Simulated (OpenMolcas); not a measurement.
Ir6+ among 4 point charges of -0.65 e arranged as a tetrahedron (Td), 1.78 Å from the ion.
```
   1.0277    1.0277    1.0277  -0.65
   1.0277   -1.0277   -1.0277  -0.65
  -1.0277    1.0277   -1.0277  -0.65
  -1.0277   -1.0277    1.0277  -0.65
```

* Program: OpenMolcas
* Method: SS-CASPT2, IPEA 0.25 Eh, imaginary shift 0.1 Eh (closed shells correlated: 4f 5s 5p)
* Basis: ANO-RCC-VDZP [7s6p4d2f]
* Scalar Hamiltonian: DKH2, point nucleus
* Active space: 3 electrons in 5 orbitals (5d)
* State averaging: 2S+1 = 4 even, 10 roots; 2S+1 = 2 even, 40 roots
* Spin-orbit coupling: RASSI with atomic mean-field integrals over the reference wave functions

(1) What is the spin-free ground state (labels of Td)?

(2) Where is the first state of the same spin?

(3) What are the lowest two levels with spin-orbit coupling?

(4) What is χT at 300 K?

Answers

(1) 4T1, 3-fold in its orbital part, 100 % from free-ion F terms; it has the highest spin that d3 allows.

(2) 4T2 at 1490 cm-1 above the ground state.

(3) A 4-fold level Γ8, then a 2-fold level Γ7 7720 cm-1 above it. Their leading multiplicities are 4 (81 %) and 4 (95 %).

(4) 0.13 cm3 K/mol.

Roots that are degenerate in the reference are averaged as groups; the widest CASPT2 spread within a group is 150 cm-1 (the 3-fold group of multiplicity 4 near 0 cm-1 above the lowest state of its run). Shifts and gaps below about the spread of the groups concerned are not significant. Spin-orbit coupling mixes the spin-free states strongly: the lowest level takes only 41 % from its leading state, 4T1. Point charges give a weaker field than real ligands, and real ions of this kind are as a rule low spin; the high spin found here belongs to the model. The ground term spreads over less than 5000 cm-1, several times less than with real ligands, so orbital moments are less quenched and χT lies further from the spin-only value than at real sites. Free-ion shares, where given, are those of the reference states; single-state CASPT2 does not remix them. Point charges carry no covalency, so the field is a model and not that of real ligands. No measured value stands beside these numbers.
